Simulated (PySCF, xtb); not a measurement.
TeHBr, SMILES Br[TeH].

xtb with GFN2-xTB at its own geometry gives an orbital gap of 3.06 eV and a dipole moment of 5.61 D.

Coordinates come from a B3LYP-D3(BJ)/def2-TZVP optimisation. The def2 effective core potentials stand for the cores of Te; spin–orbit coupling is left out.

Question: What does ωB97X/def2-TZVPD run with PySCF give? (An estimate is asked for; the answer gives what the named calculation found.)

Answer: gap 7.93 eV (levels -8.81 and -0.88 eV), dipole 1.78 D.
